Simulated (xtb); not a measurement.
Zn(Me)(OH) (CH₄OZn), SMILES [CH3][Zn][OH]. All values are semi-empirical tight-binding results from xtb (GFN2-xTB unless named), good for trends rather than for accurate numbers. The structure is a stationary point at GFN2-xTB. The isomer is the one that the SMILES or the coordinates give; other isomers of the formula were not compared. Other conformers were not sampled.

Optimised geometry:

```xyz
7

Zn    -0.0048     0.0167     0.1756
C     -0.1935     1.5787    -1.0455
H     -0.9180     2.3012    -0.6939
H     -0.5180     1.2174    -2.0152
H      0.7521     2.0905    -1.1743
O      0.2130    -1.6686     0.4586
H      0.2857    -2.2336     1.2212
```
Charge 0, spin multiplicity 1.

For metal compounds this method's bond lengths and energies can be far off.

```yaml
orbital_gap: 4.66 eV
zero_point_energy: 28.9 kcal/mol
G − E(el) at 298.15 K (modified RRHO): 10.4 kcal/mol
```

Question: Give the atomic charges and the Wiberg bond orders between heavy atoms. (The exact figures need the calculation; the answer reports its results.)

Answer: charges (e) Zn1 0.30, C2 -0.18, H3 0.06, H4 0.06, H5 0.06, O6 -0.59, H7 0.29. Bond orders Zn1–C2 0.85, Zn1–O6 0.93.
